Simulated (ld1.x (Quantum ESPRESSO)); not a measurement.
Before and after: PAW potential for Cd (Z = 48)

- Element: cadmium
- Generator: ld1.x (Quantum ESPRESSO) 7.5
- Type: PAW
- Functional: PBE
- Relativity: scalar-relativistic
- Frozen core: [Kr]
- Valence charge: 12
- Reference configuration: 4d10 5s2 5p0
- Partial waves: 5s (bound): rcut 1.70, rcutus 2.30 bohr; 5s channel at 3.55 Ry: rcut 1.70, rcutus 2.30 bohr; 5p (bound, empty): rcut 2.20, rcutus 2.50 bohr; 5p channel at 0.6 Ry: rcut 2.20, rcutus 2.50 bohr; 4d (bound): rcut 0.95, rcutus 1.25 bohr; 4d channel at -0.1 Ry: rcut 0.95, rcutus 1.25 bohr
- Local potential: all-electron potential smoothed inside 1.65 bohr (lloc = -1)
- Core correction: Bessel-smoothed model core inside 0.85 bohr
- Augmentation charge: PSQ, inside the norm-conserving radii

Change: local potential all-electron potential smoothed inside 1.55 bohr (lloc = -1).

Cutoffs: the cutoffs (Ry, on a coarse ladder) from which the occupation-weighted sum of valence levels, in a spherical-Bessel basis at the reference potential, stays within 10 and 1 mRy of its value at 400 Ry; they do not see the model core or the augmentation charge, which bear on the density cutoff. Errors are all-electron minus pseudo energies relative to the spin-unpolarised reference configuration.

Question: Predict the effect on cutoff, ghosts and configuration errors.

Answer: The potential gets neither clearly harder nor softer (70 Ry and 120 Ry → 70 Ry and 120 Ry); both files keep a bound ghost (s); of the 7 tests that both files solve, the error grows in 2 and shrinks in 0 by more than 15 % and 0.3 meV (median size 9.2 → 9.4 meV); the range in which the p phases agree narrows (upper end 2.1 → 1.0).

| quantity | base | changed |
| --- | --- | --- |
| cutoff, loose | 70 Ry | 70 Ry |
| cutoff, tight | 120 Ry | 120 Ry |
| bound ghosts | s | s |
| error for 4d10 5s1 5p0, meV [ΔE 9.27 eV] | -2.5 | -2.5 |
| error for 4d10 5s0 5p0, meV [ΔE 26.40 eV] | -9.2 | -9.4 |
| error for 4d9 5s0 5p0, meV [ΔE 64.41 eV] | -129 | -128 |
| error for 4d10 5s0 5p2, meV [ΔE 9.67 eV] | -1.9 | -2.7 |
| error for 4d10 5s1 5p1, meV [ΔE 4.67 eV] | -0.7 | -1.2 |
| error for 4d9 5s2 5p0, meV [ΔE 17.97 eV] | -70 | -67 |
| error for 4d9 5s2 5p1, meV [ΔE 12.65 eV] | -70 | -67 |
| s: phases at 2.71 bohr within 0.05 rad from the reference energy up to (Ry; the scan ends near 5) | to the end of the scan | to the end of the scan |
| p: phases at 2.71 bohr within 0.05 rad from the reference energy up to (Ry; the scan ends near 5) | 2.1 | 1.0 |
| d: phases at 2.71 bohr within 0.05 rad from the reference energy up to (Ry; the scan ends near 5) | to the end of the scan | to the end of the scan |
| lowest overlap eigenvalue by channel | s 0.57, p 0.51, d 0.86 | s 0.51, p 0.49, d 0.94 |

 A true bound ghost makes a file unfit for plane-wave use even where its test errors are small: the radial tests pick states by their node count and pass the ghost by.
